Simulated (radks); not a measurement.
Problem. Hf+, 71 electrons, occupied as [Xe] 4f14 5d0.5 6s1.5 6p1 (fractional occupations, a model configuration). Calculated with a radial shooting solver on a logarithmic mesh with Libxc functionals: scalar-relativistic Kohn-Sham, r2SCAN, spin-polarised, spherical densities, finite nucleus; open shells are filled with parallel spins first (spin-orbit coupling, left out, can overturn this in heavy ions); meta-GGA in the generalised Kohn-Sham scheme; Fermi nuclear charge, rms radius 5.347 fm. Some entries of the table are withheld. Estimate them.

orbital  occ.  eigenvalue (eV)  <1/r> (bohr^-1)  r(max) (bohr)
1s up       1        -65366.58            83.78        0.01190
1s down     1        -65366.56            83.78        0.01190
2s up       1        -11214.21            19.58        0.06804
2s down     1        -11214.18            19.58        0.06804
2p up       3        -9846.086            17.85        0.05567
2p down     3        -9846.052            17.85        0.05567
3s up       1        -2574.058            7.255         0.1919
3s down     1        -2574.057            7.255         0.1919
3p up       3        -2163.333            6.721         0.1896
3p down     3        -2163.327            6.720         0.1896
3d up       5        -1676.379            6.348         0.1548
3d down     5        -1676.358            6.348         0.1548
4s up       1        -533.6760            3.061         0.4375
4s down     1        -533.6405            3.061         0.4375
4p up       3        -398.3519            2.789         0.4582
4p down     3        -398.3184            2.789         0.4582
4d up       5        -222.5680            2.472         0.4713
4d down     5        -222.5226            2.473         0.4713
5s up       1         -81.0782            1.173          1.016
5s down     1         -80.7750            1.173          1.016
5p up       3         -48.7066           0.9858          1.154
5p down     3         -48.3040           0.9892          1.153
4f up       7              (1)            1.919         0.4560
4f down     7              (2)            1.923         0.4559
6s up       1         -13.8988           0.4068          2.729
5d up     0.5         -12.8919              (3)          1.588
6s down   0.5         -12.0718           0.4076          2.731
5d down     0         -11.8569              (4)          1.560
6p up       1          -8.4411           0.3296          3.362
6p down     0          -6.6589           0.3301          3.335

Solution. 
(1) 4f up eigenvalue (eV): -29.2979
(2) 4f down eigenvalue (eV): -29.1800
(3) 5d up <1/r> (bohr^-1): 0.6194
(4) 5d down <1/r> (bohr^-1): 0.6386
